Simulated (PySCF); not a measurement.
C5H6O2. Atoms are numbered in the order given.

```xyz
13

C     -0.3318    -2.6278     0.0000
C      0.6395    -1.4854     0.0000
C      0.2775    -0.1979     0.0000
O     -1.0154     0.2761     0.0000
C     -0.9306     1.6525     0.0000
C      0.3563     2.0092     0.0000
O      1.1393     0.8756     0.0000
H     -0.2009    -3.2745     0.8858
H     -0.2009    -3.2745    -0.8858
H     -1.3712    -2.2687     0.0000
H      1.7135    -1.6811     0.0000
H     -1.8596     2.2130     0.0000
H      0.8624     2.9690     0.0000
```
Charge 0, spin multiplicity 1.

Coordinates come from a B3LYP-D3(BJ)/def2-SVP optimisation.

Calculation: B3LYP-D3(BJ)/def2-SVP in PySCF.

No scaling factor is applied to the harmonic values.

```tsv
mode	ν (cm⁻¹)	IR (km/mol)	moving atoms (share of kinetic energy)
1	121	0.0	H 96 %
2	142	6.2	C 47 %, O 37 %, H 16 %
3	202	1.3	C 57 %, H 25 %, O 19 %
4	245	0.1	C 53 %, H 24 %, O 23 %
5	489	7.6	C 55 %, O 27 %, H 18 %
6	555	0.0	C 54 %, O 27 %, H 20 %
7	649	2.2	C 69 %, H 17 %, O 14 %
8	700	10.2	C 58 %, O 24 %, H 18 %
9	723	56.1	H 81 %, C 17 %
10	762	31.6	H 76 %, C 23 %
11	826	0.0	H 73 %, C 27 %
12	866	42.0	O 72 %, H 17 %, C 12 %
13	922	12.5	C 56 %, O 39 %
14	986	48.6	H 65 %, C 25 %, O 10 %
15	1046	0.4	H 70 %, C 30 %
16	1064	28.1	C 49 %, O 27 %, H 24 %
17	1107	2.0	C 66 %, O 25 %, H 9 %
18	1122	6.1	H 63 %, C 22 %, O 15 %
19	1156	20.8	C 52 %, H 43 %
20	1204	209.6	O 40 %, H 30 %, C 30 %
21	1300	90.7	H 64 %, C 30 %
22	1370	29.2	H 53 %, C 40 %
23	1410	2.6	H 67 %, C 31 %
24	1459	5.3	H 96 %
25	1468	4.8	H 96 %
26	1682	2.1	C 89 %, H 10 %
27	1812	362.4	C 95 %
28	3009	56.1	H 97 %
29	3062	25.3	H 91 %, C 9 %
30	3124	10.9	H 91 %, C 9 %
31	3201	6.7	H 92 %, C 8 %
32	3290	8.3	H 92 %, C 8 %
33	3315	0.0	H 89 %, C 11 %
```
